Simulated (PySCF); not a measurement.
A calculated (UHF, PySCF 2.14, x2c-SVPall, scalar relativity by spin-free X2C-1e) atom or ion has these occupied shells.

```json
{"shell": "1s α", "electrons": "1", "orbital energy (eV)": "-2537.1", "rms radius, mean of both spins (bohr)": "0.112"}
{"shell": "1s β", "electrons": "1", "orbital energy (eV)": "-2536.5", "rms radius, mean of both spins (bohr)": "0.112"}
{"shell": "2s α", "electrons": "1", "orbital energy (eV)": "-272.45", "rms radius, mean of both spins (bohr)": "0.516"}
{"shell": "2s β", "electrons": "1", "orbital energy (eV)": "-271.80", "rms radius, mean of both spins (bohr)": "0.516"}
{"shell": "2p α", "electrons": "3", "orbital energy (eV)": "-208.21", "rms radius, mean of both spins (bohr)": "0.491"}
{"shell": "2p β", "electrons": "3", "orbital energy (eV)": "-207.06", "rms radius, mean of both spins (bohr)": "0.491"}
{"shell": "3s α", "electrons": "1", "orbital energy (eV)": "-48.595", "rms radius, mean of both spins (bohr)": "1.71"}
{"shell": "3s β", "electrons": "1", "orbital energy (eV)": "-42.050", "rms radius, mean of both spins (bohr)": "1.71"}
{"shell": "3p α", "electrons": "2", "orbital energy (eV)": "-34.598", "rms radius, mean of both spins (bohr)": "1.96"}
```

(1) Name the element and its charge.

## Answers

(1) S²⁺ (sulfur, charge +2), in [Ne] 3s2 3p2, high-spin 3P determinant.
